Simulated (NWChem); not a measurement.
BO cation

```xyz
2

B      0.0000     0.0000    -0.7253
O      0.0000     0.0000     0.4611
```
Atoms are numbered in this order, from 1.

Geometry: optimised at PBE0/def2-SVP.

 Unshifted, non-relativistic core excitations; the lowest 4 roots alone, so stronger bands may lie above.

Q: List the first B K-edge excitations from B3LYP/cc-pVTZ, restricted-window TDA (NWChem).

A: 
```json
[
 {"state": "S1", "energy (eV)": "179.8", "dipole oscillator strength": "0.0581", "leading excitation (squared amplitude)": "1s of atom 1 or its equivalents → LUMO (1.00)"},
 {"state": "S2", "energy (eV)": "186.7", "dipole oscillator strength": "0.0712", "leading excitation (squared amplitude)": "1s of atom 1 or its equivalents → LUMO+1 (0.58)"},
 {"state": "S3", "energy (eV)": "186.7", "dipole oscillator strength": "0.0712", "leading excitation (squared amplitude)": "1s of atom 1 or its equivalents → LUMO+2 (0.58)"},
 {"state": "S4", "energy (eV)": "193.5", "dipole oscillator strength": "0.0031", "leading excitation (squared amplitude)": "1s of atom 1 or its equivalents → LUMO+3 (0.98)"}
]
```
